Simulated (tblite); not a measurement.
Record of a relaxation.

Species: C₁₁H₉N.
Numbering: `[cH:1]1[cH:2][cH:3][c:4]([C@@:5]23[C@@H:6]4[C@H:7]5[C@@H:8]4[C@@H:9]2[C@@H:10]35)[n:11][cH:12]1` (hydrogens: H13 on C1; H14 on C2; H15 on C3; H16 on C6; H17 on C7; H18 on C8; H19 on C9; H20 on C10; H21 on C12)

Computed with GFN2-xTB (tblite), gas phase: L-BFGS steps from a force-field or distance-geometry start until the largest atomic force falls under 0.01 eV/Å. 7 of its 98 geometries are shown.

Step 0: E = -841.2224 eV, largest atomic force 2.168 eV/Å
```
atom  x, y, z in Å  |  force x, y, z in eV/Å
C1      2.544   -2.034    1.027   -0.591   0.409  -0.196
C2      2.129   -2.014   -0.309    0.513  -0.318   0.431
C3      1.111   -1.171   -0.685   -0.440   0.373  -0.579
C4      0.481   -0.333    0.244    1.297  -0.745   1.570
C5     -0.604    0.557   -0.139    1.054  -1.370   1.029
C6     -0.675    1.746   -1.040    0.277   1.333  -0.744
C7     -1.796    2.296   -0.222   -0.239   1.070  -0.307
C8     -2.079    1.414   -1.384   -0.564   0.611  -1.290
C9     -2.002    0.203   -0.502   -0.632  -0.795   0.688
C10    -1.736    1.092    0.673    0.162  -0.705   0.972
N11     0.876   -0.359    1.550    0.529  -0.743  -0.881
C12     1.879   -1.193    1.910   -0.947   0.817  -0.483
H13     3.330   -2.678    1.378    0.096  -0.069  -0.046
H14     2.621   -2.663   -1.030   -0.171   0.167   0.098
H15     0.773   -1.137   -1.722    0.115  -0.032   0.274
H16     0.039    2.309   -1.579    0.615   0.141  -0.403
H17    -2.075    3.312   -0.082   -0.132   0.389   0.228
H18    -2.601    1.642   -2.287   -0.279  -0.087  -0.266
H19    -2.490   -0.737   -0.473   -0.271  -0.540  -0.256
H20    -1.888    0.917    1.710   -0.254   0.082   0.405
H21     2.153   -1.151    2.963   -0.136   0.013  -0.243
```

Step 16: E = -841.5026 eV, largest atomic force 0.045 eV/Å
```
atom  x, y, z in Å  |  force x, y, z in eV/Å
C1      2.531   -2.022    1.022   -0.006  -0.001  -0.003
C2      2.145   -2.010   -0.310    0.024  -0.012  -0.001
C3      1.127   -1.162   -0.706    0.033  -0.012  -0.001
C4      0.514   -0.358    0.258    0.019  -0.003   0.020
C5     -0.589    0.533   -0.109   -0.001  -0.012   0.019
C6     -0.662    1.763   -1.049    0.004  -0.032  -0.022
C7     -1.790    2.319   -0.224    0.002  -0.011  -0.003
C8     -2.084    1.421   -1.397   -0.024  -0.002   0.018
C9     -2.021    0.195   -0.470   -0.028   0.021   0.029
C10    -1.726    1.092    0.704   -0.009   0.010   0.002
N11     0.885   -0.377    1.534   -0.023   0.001   0.035
C12     1.865   -1.181    1.899   -0.017  -0.004   0.005
H13     3.322   -2.669    1.371   -0.010   0.008  -0.017
H14     2.627   -2.660   -1.026    0.019   0.005  -0.023
H15     0.795   -1.126   -1.732   -0.001   0.018   0.002
H16     0.101    2.259   -1.619    0.014   0.010  -0.015
H17    -2.074    3.338   -0.033    0.007  -0.011  -0.019
H18    -2.646    1.606   -2.294    0.006   0.000  -0.002
H19    -2.502   -0.766   -0.517   -0.006   0.033   0.010
H20    -1.950    0.972    1.747    0.007  -0.012  -0.017
H21     2.125   -1.151    2.951   -0.011   0.006  -0.018
```

Step 32: E = -841.5188 eV, largest atomic force 0.122 eV/Å
```
atom  x, y, z in Å  |  force x, y, z in eV/Å
C1      2.538   -2.015    1.014   -0.023  -0.010  -0.033
C2      2.211   -1.926   -0.332   -0.005   0.068  -0.054
C3      1.175   -1.095   -0.715   -0.018   0.065   0.042
C4      0.469   -0.408    0.279   -0.007  -0.015  -0.010
C5     -0.638    0.476   -0.089    0.027   0.013  -0.032
C6     -0.663    1.653   -1.094   -0.061   0.046  -0.007
C7     -1.729    2.325   -0.270    0.020   0.001   0.024
C8     -2.115    1.391   -1.385    0.014   0.001   0.033
C9     -2.104    0.215   -0.394    0.020  -0.001  -0.019
C10    -1.719    1.147    0.722    0.060  -0.062  -0.034
N11     0.789   -0.494    1.568   -0.019  -0.005  -0.038
C12     1.805   -1.262    1.917   -0.027   0.003  -0.026
H13     3.341   -2.652    1.348    0.056  -0.012   0.023
H14     2.763   -2.485   -1.072    0.020  -0.027  -0.002
H15     0.908   -0.965   -1.756   -0.005  -0.053   0.110
H16     0.115    2.074   -1.707   -0.038  -0.021   0.011
H17    -1.939    3.368   -0.120    0.000   0.027  -0.039
H18    -2.689    1.562   -2.279    0.027  -0.001   0.048
H19    -2.664   -0.701   -0.381    0.039  -0.054   0.029
H20    -1.913    1.074    1.775   -0.009   0.067  -0.010
H21     2.051   -1.264    2.972   -0.071  -0.030  -0.017
```

Step 48: E = -841.5603 eV, largest atomic force 0.083 eV/Å
```
atom  x, y, z in Å  |  force x, y, z in eV/Å
C1      2.556   -1.979    1.000   -0.005   0.014   0.059
C2      2.345   -1.718   -0.347   -0.007  -0.032   0.031
C3      1.245   -0.970   -0.712    0.019   0.016   0.014
C4      0.406   -0.475    0.294    0.033   0.031  -0.031
C5     -0.665    0.438   -0.076   -0.001   0.010  -0.009
C6     -0.697    1.495   -1.202   -0.018   0.015  -0.003
C7     -1.631    2.339   -0.377   -0.002   0.007   0.005
C8     -2.185    1.323   -1.339    0.020  -0.018  -0.024
C9     -2.171    0.266   -0.222   -0.010   0.008  -0.009
C10    -1.622    1.278    0.739   -0.004  -0.040  -0.006
N11     0.591   -0.760    1.582   -0.023   0.028  -0.072
C12     1.633   -1.498    1.916   -0.048  -0.023  -0.028
H13     3.416   -2.536    1.331    0.045  -0.068   0.016
H14     3.031   -2.092   -1.094   -0.012  -0.013   0.003
H15     1.023   -0.760   -1.748    0.037   0.038   0.039
H16     0.048    1.784   -1.923   -0.037  -0.006   0.014
H17    -1.747    3.406   -0.344   -0.012   0.013   0.007
H18    -2.815    1.450   -2.200   -0.026  -0.020   0.015
H19    -2.771   -0.610   -0.057    0.005   0.000   0.017
H20    -1.731    1.344    1.804    0.030   0.025   0.019
H21     1.732   -1.705    2.976    0.016   0.014  -0.056
```

Step 65: E = -841.6120 eV, largest atomic force 0.129 eV/Å
```
atom  x, y, z in Å  |  force x, y, z in eV/Å
C1      2.487   -2.056    1.031   -0.035  -0.044  -0.008
C2      2.518   -1.553   -0.262    0.000  -0.017   0.041
C3      1.495   -0.722   -0.677   -0.031   0.004  -0.004
C4      0.448   -0.450    0.210    0.001   0.023   0.077
C5     -0.629    0.454   -0.154   -0.005   0.013   0.020
C6     -0.853    1.369   -1.376   -0.012   0.038  -0.027
C7     -1.613    2.338   -0.514   -0.092   0.029   0.014
C8     -2.343    1.227   -1.216    0.009  -0.081  -0.036
C9     -2.140    0.324    0.014    0.036   0.008  -0.040
C10    -1.414    1.433    0.710   -0.039  -0.088   0.081
N11     0.390   -0.992    1.428    0.039   0.025   0.021
C12     1.387   -1.760    1.821   -0.002  -0.076   0.002
H13     3.287   -2.669    1.414    0.002  -0.062  -0.030
H14     3.322   -1.823   -0.931    0.035   0.106  -0.004
H15     1.495   -0.285   -1.664   -0.018  -0.030  -0.005
H16    -0.264    1.567   -2.255   -0.022  -0.084   0.036
H17    -1.736    3.399   -0.597    0.041   0.097  -0.009
H18    -3.120    1.251   -1.958   -0.007   0.018   0.018
H19    -2.713   -0.502    0.399    0.106   0.074  -0.004
H20    -1.311    1.652    1.759    0.030  -0.063  -0.102
H21     1.299   -2.182    2.817   -0.039   0.112  -0.041
```

Step 81: E = -841.6271 eV, largest atomic force 0.017 eV/Å
```
atom  x, y, z in Å  |  force x, y, z in eV/Å
C1      2.453   -2.098    1.024   -0.008  -0.011  -0.008
C2      2.541   -1.530   -0.238   -0.004   0.005   0.004
C3      1.534   -0.684   -0.664   -0.003   0.008   0.002
C4      0.463   -0.429    0.198    0.006   0.008   0.007
C5     -0.615    0.468   -0.174    0.001  -0.001   0.000
C6     -0.885    1.359   -1.402   -0.006  -0.002  -0.003
C7     -1.628    2.338   -0.533   -0.002   0.003  -0.006
C8     -2.368    1.207   -1.193    0.003  -0.013  -0.001
C9     -2.115    0.327    0.043    0.004  -0.001   0.005
C10    -1.381    1.451    0.699   -0.010  -0.003   0.000
N11     0.380   -0.982    1.409    0.003   0.000  -0.010
C12     1.346   -1.789    1.800    0.002  -0.002   0.000
H13     3.218   -2.762    1.393    0.008  -0.003   0.002
H14     3.384   -1.742   -0.880   -0.003  -0.005   0.003
H15     1.568   -0.223   -1.639   -0.009   0.003   0.011
H16    -0.328    1.523   -2.307    0.005  -0.004   0.005
H17    -1.743    3.401   -0.630   -0.003   0.016  -0.004
H18    -3.173    1.218   -1.905    0.008  -0.001   0.004
H19    -2.652   -0.500    0.468    0.001   0.005  -0.002
H20    -1.230    1.673    1.738   -0.002   0.006  -0.006
H21     1.223   -2.207    2.792    0.009  -0.007  -0.004
```

Step 97: E = -841.6285 eV, largest atomic force 0.007 eV/Å
```
atom  x, y, z in Å  |  force x, y, z in eV/Å
C1      2.445   -2.115    1.011    0.000   0.000   0.004
C2      2.552   -1.501   -0.229   -0.001   0.000   0.000
C3      1.550   -0.643   -0.639    0.003   0.003   0.003
C4      0.464   -0.423    0.213    0.002   0.001  -0.002
C5     -0.614    0.473   -0.160    0.001   0.001  -0.001
C6     -0.894    1.329   -1.411   -0.002   0.002   0.002
C7     -1.626    2.336   -0.565    0.006   0.001  -0.003
C8     -2.375    1.186   -1.183    0.001  -0.005   0.004
C9     -2.112    0.344    0.077   -0.001   0.000   0.002
C10    -1.368    1.486    0.690   -0.004  -0.002  -0.001
N11     0.364   -1.016    1.403    0.005  -0.002   0.002
C12     1.328   -1.834    1.781   -0.001  -0.005   0.003
H13     3.207   -2.791    1.369   -0.003   0.001  -0.004
H14     3.406   -1.690   -0.864    0.001  -0.001  -0.004
H15     1.597   -0.145   -1.595    0.001  -0.001  -0.004
H16    -0.345    1.462   -2.326    0.000   0.002   0.000
H17    -1.740    3.396   -0.695   -0.001   0.002   0.001
H18    -3.187    1.177   -1.887   -0.001   0.001  -0.004
H19    -2.647   -0.467    0.533   -0.001   0.001   0.002
H20    -1.207    1.742    1.720   -0.002   0.001  -0.003
H21     1.193   -2.286    2.756   -0.002   0.001   0.003
```

**Question.** Summarise the path.

**Answer.** The energy falls by 9.36 kcal/mol from step 0 to step 97; nine tenths of that is first reached at step 59. It rises by more than 0.2 meV at step 38. The largest force goes from 2.168 to 0.007 eV/Å. Among the bonds C5–C6 changes most, from 1.493 to 1.541 Å; the atoms move by 0.822 Å rms after alignment.

**Question.** Follow the three bonds and two angles with the largest change from start to end.

**Answer.** 
| step | E above end (kcal/mol) | largest force (eV/Å) | C5–C6 (Å) | C8–C9 (Å) | C7–C10 (Å) | C10–C9–H19 (°) | C7–C6–H16 (°) |
| --- | --- | --- | --- | --- | --- | --- | --- |
| 0 | 9.36 | 2.168 | 1.493 | 1.500 | 1.501 | 125.9 | 126.1 |
| 4 | 3.37 | 0.170 | 1.553 | 1.542 | 1.541 | 128.5 | 128.3 |
| 8 | 2.99 | 0.109 | 1.552 | 1.539 | 1.542 | 130.8 | 130.2 |
| 13 | 2.93 | 0.034 | 1.551 | 1.538 | 1.540 | 130.9 | 130.5 |
| 17 | 2.89 | 0.043 | 1.550 | 1.539 | 1.540 | 130.8 | 130.9 |
| 21 | 2.85 | 0.059 | 1.550 | 1.539 | 1.539 | 130.9 | 130.4 |
| 25 | 2.75 | 0.112 | 1.547 | 1.539 | 1.541 | 130.6 | 130.4 |
| 30 | 2.62 | 0.099 | 1.550 | 1.538 | 1.540 | 130.4 | 130.8 |
| 34 | 2.44 | 0.108 | 1.546 | 1.538 | 1.541 | 130.9 | 130.5 |
| 38 | 2.28 | 0.197 | 1.547 | 1.540 | 1.539 | 130.9 | 131.5 |
| 42 | 1.86 | 0.132 | 1.544 | 1.541 | 1.539 | 131.3 | 130.4 |
| 46 | 1.65 | 0.121 | 1.544 | 1.538 | 1.541 | 131.2 | 130.4 |
| 51 | 1.50 | 0.072 | 1.544 | 1.538 | 1.541 | 130.5 | 130.4 |
| 55 | 1.29 | 0.125 | 1.541 | 1.538 | 1.542 | 130.6 | 130.6 |
| 59 | 0.93 | 0.176 | 1.543 | 1.538 | 1.538 | 130.2 | 128.8 |
| 63 | 0.55 | 0.132 | 1.542 | 1.538 | 1.538 | 130.6 | 129.0 |
| 67 | 0.25 | 0.132 | 1.542 | 1.538 | 1.537 | 131.2 | 128.9 |
| 72 | 0.07 | 0.051 | 1.542 | 1.539 | 1.537 | 130.8 | 130.7 |
| 76 | 0.04 | 0.036 | 1.541 | 1.538 | 1.539 | 130.6 | 130.1 |
| 80 | 0.03 | 0.018 | 1.541 | 1.538 | 1.538 | 130.6 | 130.1 |
| 84 | 0.03 | 0.018 | 1.541 | 1.538 | 1.538 | 130.6 | 129.8 |
| 89 | 0.01 | 0.031 | 1.541 | 1.538 | 1.538 | 130.8 | 129.9 |
| 93 | 0.00 | 0.021 | 1.541 | 1.538 | 1.538 | 130.7 | 129.9 |
| 97 | 0.00 | 0.007 | 1.541 | 1.538 | 1.538 | 130.6 | 130.1 |

The cost below is that of the whole relaxation. The run took 0.7 s on an Arm Neoverse V2 with one thread, on a shared host.
